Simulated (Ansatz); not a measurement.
The cluster Bi₃Te. Charge 0, multiplicity 2. Geometry PBE-D4/def2-SVP.

```xyz
4

Bi   -1.0078   -1.3648    0.4041
Bi    0.8681   -0.0463   -1.5119
Bi    1.5048   -0.0462    1.4415
Te   -1.3652    1.4573   -0.3337
```

In the def2 sets Bi, Te take a core potential; there is no spin–orbit coupling. The structure comes from a short search, and lower isomers may exist.

Question: Estimate the α-spin orbital energies around the gap (eV) in Ansatz with PBE-D4/def2-SVP, r2SCAN-D4/def2-TZVPD, PBE0-D4/def2-TZVP, PBE0-D4/def2-TZVPD, r2SCAN0-D4/def2-TZVP.

Answer: 
```csv
orbital,PBE-D4/def2-SVP,r2SCAN-D4/def2-TZVPD,PBE0-D4/def2-TZVP,PBE0-D4/def2-TZVPD,r2SCAN0-D4/def2-TZVP
HOMO−5,-6.58,-6.84,-7.49,-7.50,-7.66
HOMO−4,-6.38,-6.63,-7.21,-7.22,-7.38
HOMO−3,-6.17,-6.49,-7.13,-7.14,-7.34
HOMO−2,-5.57,-5.85,-6.43,-6.44,-6.61
HOMO−1,-4.85,-5.14,-5.75,-5.76,-5.91
HOMO,-4.02,-4.44,-5.04,-5.05,-5.28
LUMO,-2.62,-2.64,-2.08,-2.09,-2.07
LUMO+1,-2.41,-2.38,-1.83,-1.87,-1.77
LUMO+2,-2.19,-2.21,-1.70,-1.71,-1.68
LUMO+3,-2.07,-2.02,-1.58,-1.63,-1.47
LUMO+4,-1.95,-1.95,-1.49,-1.54,-1.42
LUMO+5,3.81,0.39,2.22,0.33,2.66
β HOMO,-4.66,-4.91,-5.50,-5.52,-5.63
β LUMO,-3.25,-3.08,-2.64,-2.66,-2.44
```
